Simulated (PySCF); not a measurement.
## Continuum solvent and chemical shifts

Bonds (- single, = double, # triple, : aromatic): C1=C2, C2-C3, C3-C4, C4-C5, C5-C6, C5-O7, O7-C8, C5-C2. C1 carries H9, H10; C3 carries H11, H12; C4 carries H13, H14; C6 carries H15, H16, H17; C8 carries H18, H19, H20. Stereochemistry as in C=C1CC[C@@]1(C)OC. H10 is cis to C3; H12, H14 are pro-R; H11, H13 are pro-S; H9 is trans to C3.

GIAO PBE0/pcSseg-1 in PySCF on one PBE0-D3(BJ)/def2-SVP conformer, non-relativistic, equivalent nuclei averaged. Solvents enter as an IEF-PCM continuum (chloroform with ε = 4.7, dimethylsulfoxide with ε = 46.8) around the gas-phase geometry. Shifts are referred to TMS computed in the same medium.

Gas phase, δ in ppm: C2 159.1, C1 113.7, C5 82.2, C8 50.5, C4 34.8, C3 31.0, C6 18.6, H10 5.29, H9 5.20, H18/H19/H20 3.17, H11 2.90, H12 2.36, H14 1.94, H13 1.70. Dipole moment 0.93 D.

(1) How does each δ change in the continuum?

(2) Which of the listed nuclei move most (in ppm), and what does the model miss? (N and O are left out, as their reference compounds move with the solvent too.)

Answers

(1) 
```csv
atoms,environment,"Δδ, chloroform","Δδ, dimethylsulfoxide"
C2,fully substituted alkene carbon,+1.1,+1.4
C1,terminal =CH2 carbon,+1.1,+1.8
C5,allylic fully substituted sp3 carbon bonded to O,+1.0,+1.5
C8,methyl carbon bonded to O,+0.7,+1.1
C4,sp3 CH2 in a ring,+0.4,+0.6
C3,allylic sp3 CH2,+0.4,+0.6
C6,methyl carbon,+0.4,+0.6
H10,hydrogen on a terminal =CH2 carbon,+0.10,+0.16
H9,hydrogen on a terminal =CH2 carbon,+0.12,+0.20
H18/H19/H20,hydrogen on a methyl carbon bonded to O,+0.06,+0.08
H11,hydrogen on an allylic sp3 CH2,-0.01,-0.04
H12,hydrogen on an allylic sp3 CH2,+0.08,+0.13
H14,hydrogen on an sp3 CH2 in a ring,-0.10,-0.17
H13,hydrogen on an sp3 CH2 in a ring,+0.13,+0.19
```

Changes are relative to the gas phase. The dipole moment becomes 1.19 D in chloroform, 1.35 D in dimethylsulfoxide.

(2) C1 (terminal =CH2 carbon, +1.8 ppm) in dimethylsulfoxide. A continuum only polarises the solute; specific hydrogen bonds, the anisotropy of aromatic solvents and changes of geometry or conformer are outside it.
